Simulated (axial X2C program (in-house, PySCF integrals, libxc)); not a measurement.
## Levels of YCl⁻ by electron attachment to YCl (EOM-EA-CCSD)

Calculated with an axial X2C code built on PySCF integrals: two-component X2C with atomic mean-field Coulomb and Gaunt terms, Gaussian nuclei, basis Y dyall-acv3z, Cl dyall-av3z with contracted cores.

R = 2.189 Å (0.920 times 2.379 Å, the PBE0 minimum at charge 0 for the lowest determinant).

Levels of YCl⁻ obtained by attaching an electron to YCl:

| Ω | binding energy (eV) | above lowest (cm⁻¹) | attached spinor | one-particle weight |
| --- | --- | --- | --- | --- |
| 1/2 | 0.114 | 0 | 78% Y pπ, 15% Y dπ | 0.93 |
| 3/2 | 0.086 | 229 | 81% Y pπ, 15% Y dπ | 0.93 |
| 1/2 | 0.012 | 829 | 61% Y pσ, 26% Y dσ, 8% Y sσ | 0.95 |
| 1/2 | -0.347 | 3722 | 84% Y sσ, 13% Y pσ | 0.99 |
| 3/2 | -0.393 | 4092 | 93% Y dδ | 0.88 |
| 1/2 | -0.396 | 4114 | 56% Y pσ, 31% Y pπ, 7% Y dσ | 0.98 |
| 1/2 | -0.410 | 4229 | 62% Y pπ, 27% Y pσ | 0.98 |
| 3/2 | -0.414 | 4262 | 90% Y pπ, 6% Y dπ | 0.97 |

(1) Take the first Ω = 1/2 and Ω = 3/2 rows of π character: how far apart are they, and which lies lower?

Negative binding energies belong to unbound states, resonances or levels that the basis set holds; within some tenths of an eV of zero the sign is not settled.

This point took 24 s on 1 thread of Arm Neoverse V1, on a shared host.

Reference electrons by ω block (each with its −ω partner): 1/2: 20, 3/2: 7, 5/2: 1. 18 electrons of YCl correlated (inner shells frozen), 84 natural virtual spinors (a truncated set); levels can be off by some tenths of an eV. Roots sought by Ω: (1/2: 5, 3/2: 4, 5/2: 2, 7/2: 1); rows need 60 % one-particle weight and stop where some Ω has no more roots. Missing are any skipped roots, higher Ω and states of a further excitation; these come out far too high here and may in truth be low or lowest. T1 of the reference 0.013 (Lee–Taylor). Number of frozen shells: Y 3 s, 2 p, 1 d; Cl 2 s, 1 p.

Answers

(1) E(3/2) − E(1/2) = 229 − 0 = 229 cm⁻¹ at EOM-EA-CCSD: regular, Ω = 1/2 lower. Splittings at this level can be off by ten to twenty per cent.
